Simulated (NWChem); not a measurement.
Molecule: C4H7N; SMILES CC#CCN

```xyz
12

C      2.6095     0.3184     0.0337
C      1.1858     0.0483     0.1598
C     -0.0001    -0.1823     0.2764
C     -1.4452    -0.4312     0.3701
N     -2.2642     0.1507    -0.6799
H      2.7921     1.2312    -0.5553
H      3.0755     0.4617     1.0214
H      3.1336    -0.5118    -0.4658
H     -1.6210    -1.5206     0.3897
H     -1.8098    -0.0632     1.3447
H     -1.9482    -0.1920    -1.5858
H     -2.1197     1.1589    -0.7036
```
Atoms are numbered in this order, from 1.

Computed with NWChem. Pople sets run with spherical d functions. STO-3G and 3-21G are far too small for this property and stand as cheap habits. Geometry: optimised at PBE0/def2-SVP. GIAO values for the isolated, static molecule; σ is the absolute isotropic shielding, δ = σ(reference) − σ with the isolated reference molecule computed at the same levels (13C: tetramethylsilane, 1H: tetramethylsilane, 15N: ammonia).

For level Hartree-Fock/STO-3G:

- δ C1 (ppm): 15.6
- δ N5 (ppm): 8.8
- δ H6 (rotor mean) (ppm): 1.24
- δ H9 (ppm): 2.00
- δ H11 (ppm): -0.09
- δ H12 (ppm): -0.10

Task: What are these values for level B3LYP/6-31G*?

Result: The δ C1 (ppm) comes out as 4.4 and the δ N5 (ppm) comes out as 30.9. The δ H6 (rotor mean) (ppm) comes out as 1.60 and the δ H9 (ppm) comes out as 3.24. The δ H11 (ppm) is 0.03 and the δ H12 (ppm) is 0.03.
